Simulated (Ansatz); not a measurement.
A calculation with Ansatz (development build ahead of 0.2.0).

```yaml
crystal:
  periodic: [false, false, false]
  atoms:
    - { symbol: Cu, position_ang: [0.0, 0.0, -0.83147] }
    - { symbol: Cl, position_ang: [0.0, 0.0, 1.4184] }
basis:
  gaussian: { orbitals: cc-pVDZ }
hamiltonian:
  xc: hf
correlation:
  method: mp2
  frozen_orbitals: { Cl: 5, Cu: 5 }
```

The input is written out in the form of the current development build from the run's settings.

Results

* Converged: yes
* Reference energy: -2098.52880 hartree
* Correlation energy: -0.79853 hartree
* Total energy: -2099.32733 hartree
* Spin squared of the determinant: 0.000
